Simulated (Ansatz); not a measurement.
Method: frozen-core CCSD(T)/def2-TZVPP // CAM-B3LYP-D3(BJ)/def2-TZVP run with Ansatz (a quantum-chemistry and plane-wave program).

Ansatz 0.2 input:
```yaml
crystal:
  periodic: [false, false, false]
  atoms:
    - { symbol: In, position_ang: [-0.000019, 0.000052, 0.00007] }
    - { symbol: H, position_ang: [-1.45442, -0.915577, 0.030319] }
    - { symbol: H, position_ang: [-0.065364, 1.717797, 0.004613] }
    - { symbol: H, position_ang: [1.519737, -0.802225, -0.034962] }
basis:
  gaussian: { orbitals: def2-TZVPP }
correlation:
  method: ccsd_t
```

Output:

```
Functional definition: HF
711 factors; integrals over basis functions are off by at most 1.4e-3 eV
mean field evaluation 1: about -5194.6234 eV, gradient 9.4e0 eV
mean field evaluation 2: about -5194.6235 eV, gradient 9.4e0 eV
mean field evaluation 4: about -5195.0259 eV, gradient 1.3e0 eV
mean field evaluation 8: about -5195.0294 eV, gradient 1.9e-4 eV
mean field -5195.02943194 eV, -190.9138103063 hartree, gradient 1.8e-6 eV, S^2 0.000000; 0 other end points of the search recorded, 0 dependent functions left out
4 core orbitals not correlated
reference -5195.02943194 eV, -190.9138103063 hartree; 8, 8 occupied and 80, 80 virtual orbitals, 711 factors
second order -8.28872328 eV of doubles, -0.00000000 eV of singles
cycle   1  -8.34594475 eV  change   -5.7e-2 eV  update   7.5e-2
cycle   2  -8.61745152 eV  change   -2.7e-1 eV  update   2.3e-2
cycle   3  -8.64901091 eV  change   -3.2e-2 eV  update   9.5e-3
cycle   4  -8.64576660 eV  change    3.2e-3 eV  update   2.3e-3
cycle   5  -8.64552137 eV  change    2.5e-4 eV  update   5.3e-4
cycle   6  -8.64542914 eV  change    9.2e-5 eV  update   1.6e-4
cycle   7  -8.64542355 eV  change    5.6e-6 eV  update   3.9e-5
cycle   8  -8.64544195 eV  change   -1.8e-5 eV  update   1.2e-5
perturbative correction -0.19999760 eV, -0.0073497762 hartree
Total energy: -5203.87487149 eV, -191.2388742142 hartree
```

Cost: roughly 5 core-seconds.
